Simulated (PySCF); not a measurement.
Molecular orbitals of BiC⁻

BP86 at R = 2.013 Å; PySCF, scalar-relativistic core potentials, basis sets Bi aug-cc-pVDZ-PP with ECP60, C aug-cc-pVDZ. State: ¹Σ⁺ (singlet), closed shell. Only the outer orbitals are listed, counted within each symmetry, core potentials removing the inner ones.

```json
{"orbital": "5σ", "occ.": "2", "ε (eV)": "-10.43", "on Bi (%)": "58", "main shells (%)": "57 Bi s, 36 C s"}
{"orbital": "6σ", "occ.": "2", "ε (eV)": "-5.66", "on Bi (%)": "45", "main shells (%)": "56 C s, 34 Bi s, 10 Bi p"}
{"orbital": "3π", "occ.": "2", "ε (eV)": "-0.30", "on Bi (%)": "58", "main shells (%)": "58 Bi p, 41 C p"}
{"orbital": "3π", "occ.": "2", "ε (eV)": "-0.30", "on Bi (%)": "58", "main shells (%)": "58 Bi p, 41 C p"}
{"orbital": "7σ", "occ.": "2", "ε (eV)": "-0.04", "on Bi (%)": "40", "main shells (%)": "48 C p, 32 Bi p, 12 C s"}
{"orbital": "4π", "occ.": "0", "ε (eV)": "2.43", "on Bi (%)": "54", "main shells (%)": "50 Bi p, 47 C p"}
{"orbital": "4π", "occ.": "0", "ε (eV)": "2.43", "on Bi (%)": "54", "main shells (%)": "50 Bi p, 47 C p"}
```

Question: Which are the highest filled and the lowest empty level, where do they sit, and how wide is the gap?

Answer: Highest filled 7σ at -0.04 eV (in %: 48 C p, 32 Bi p, 12 C s); lowest empty 4π at 2.43 eV (in %: 50 Bi p, 47 C p); the gap at BP86 is 2.47 eV. An empty level above zero is unbound, and its energy depends on the basis.

```
bond order (Mayer)                                                                                                : 2.67
⟨S²⟩                                                                                                              : 0.000
charge on Bi (Mulliken, basis-dependent)                                                                          : -0.14
charge on Bi (Löwdin, basis-dependent)                                                                            : 0.04
dipole moment (positive dipole points towards C; it is taken about the centre of mass and depends on that origin) : -4.84 D
```

These are scalar-relativistic numbers at best; spin–orbit coupling would shift them, the dissociation energy most.
